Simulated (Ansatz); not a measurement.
C2H8NSb can be A, `C[N](C)[SbH2]`, or B, `[CH3][SbH][CH2]N`.

Calculated with Ansatz (gas phase, PBE0-D4/def2-TZVP geometries, no zero-point term in ΔE). CBS: MP2 limit from def2 TZ/QZ plus the TZ coupled-cluster correction, frozen cores. DFT in def2-TZVPP. B3LYP here is the variant with VWN-RPA as its local correlation; programs differ in this. def2 core potentials past Kr. For Sb outer-core shells are correlated without core-valence functions, which leaves a few kJ/mol of doubt a bond. Each species was taken in one conformer, which may not be the lowest.

Which is lower in electronic energy at CCSD(T)/CBS, and by how much? (An estimate is asked.)

The calculation gave: B, by 12.7 kcal/mol.

Give E(B) − E(A) in kcal/mol with B3LYP-D4, ωB97M-V, B3LYP, CCSD(T)/def2-TZVPP, r2SCAN-D4, MP2/def2-TZVPP, PBE0-D4. (Best estimate.)

Computed: B3LYP-D4 -11.4, ωB97M-V -11.9, B3LYP -11.9, CCSD(T)/def2-TZVPP -11.7, r2SCAN-D4 -12.4, MP2/def2-TZVPP -12.7, PBE0-D4 -12.6. None reverses the order clearly.

Largest T1 diagnostic: 0.013.

In def2-TZVPP, CCSD(T) changes the Hartree–Fock value by −2.1 kcal/mol (the triples alone add −0.3 kcal/mol) and MP2 by −3.1 kcal/mol.
